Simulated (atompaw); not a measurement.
# An all-electron radial function and its pseudo partner (chromium)

Columns: radius, all-electron u(r) and pseudo u(r) of the 4p shell (level -0.99 eV) of chromium in the configuration [Ne] 3s2 3p6 3d5 4s1 4p0; PBE, scalar-relativistic, PAW (atompaw) scheme, atompaw 4.2.0.5.

| r (bohr) | all-electron | pseudo |
| --- | --- | --- |
| 0.096 | 0.0704 | -0.0125 |
| 0.192 | 0.0805 | -0.0472 |
| 0.288 | 0.0253 | -0.0963 |
| 0.385 | -0.0454 | -0.1495 |
| 0.481 | -0.1025 | -0.1945 |
| 0.577 | -0.1377 | -0.2229 |
| 0.673 | -0.1513 | -0.2299 |
| 0.769 | -0.1470 | -0.2154 |
| 0.865 | -0.1294 | -0.1832 |
| 0.962 | -0.1026 | -0.1394 |
| 1.058 | -0.0705 | -0.0916 |
| 1.154 | -0.0354 | -0.0449 |
| 1.250 | 0.0009 | -0.0020 |
| 1.346 | 0.0373 | 0.0369 |
| 1.442 | 0.0728 | 0.0728 |
| 1.538 | 0.1071 | 0.1071 |
| 1.635 | 0.1399 | 0.1399 |
| 1.731 | 0.1707 | 0.1707 |
| 1.827 | 0.1994 | 0.1994 |
| 1.923 | 0.2263 | 0.2263 |
| 2.019 | 0.2512 | 0.2512 |
| 2.115 | 0.2743 | 0.2743 |
| 2.212 | 0.2957 | 0.2957 |
| 2.308 | 0.3152 | 0.3152 |
| 2.404 | 0.3331 | 0.3331 |
| 2.500 | 0.3493 | 0.3493 |

**Question.** How many radial nodes do the two functions have?

**Answer.** The all-electron 4p function has n − l − 1 = 2; the pseudo-wave has 1, since 1 lower shell of the same l stays in the valence.

**Question.** At about which radius was the pseudo-wave matched?

**Answer.** 1.50 bohr. The columns agree to 0.0005 from 1.35 bohr on; several derivatives are matched, so the curves merge somewhat inside the radius.

**Question.** Is the pseudo-wave norm-conserving?

**Answer.** No, it belongs to a PAW set: the norm inside the radius is not constrained, and the difference is carried by the augmentation charge.
